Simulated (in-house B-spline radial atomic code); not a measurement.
# Neutral selenium: [Ar] 3d10 4s1 4p4 5p1 (an excited or competing configuration)

Method: non-relativistic PBE0, spin-polarised, spherical fractional occupations, exact exchange averaged over the configuration, point nucleus. Calculated with a B-spline radial code for spherical atoms.

Effective charges: Z_r = [3n² - l(l+1)]/(2<r>) from the radius, Z_e = n√(-2ε) from the energy, and Slater's rules. Values are occupation-weighted means over spin.

| shell | electrons | ε (eV) | <r> (bohr) | Z_r | Z_e | Slater |
| --- | --- | --- | --- | --- | --- | --- |
| 1s | 2 | -12369 | 0.04499 | 33.34 | 30.15 | 33.70 |
| 2s | 2 | -1592.1 | 0.1998 | 30.03 | 21.64 | 29.85 |
| 2p | 6 | -1429.1 | 0.1728 | 28.94 | 20.50 | 29.85 |
| 3s | 2 | -223.45 | 0.584 | 23.11 | 12.16 | 22.75 |
| 3p | 6 | -166.95 | 0.5934 | 21.07 | 10.51 | 22.75 |
| 3d | 10 | -66.909 | 0.6248 | 16.81 | 6.65 | 12.85 |
| 4s | 1 | -26.666 | 1.764 | 13.61 | 5.60 | 7.30 |
| 4p | 4 | -13.839 | 2.099 | 10.96 | 4.03 | 7.30 |
| 5p | 1 | -1.7131 | 7.735 | 4.72 | 1.77 | 1.75 |

The least bound orbital is 5p up at -1.713 eV, and it is also the most diffuse (<r> = 7.735 bohr).
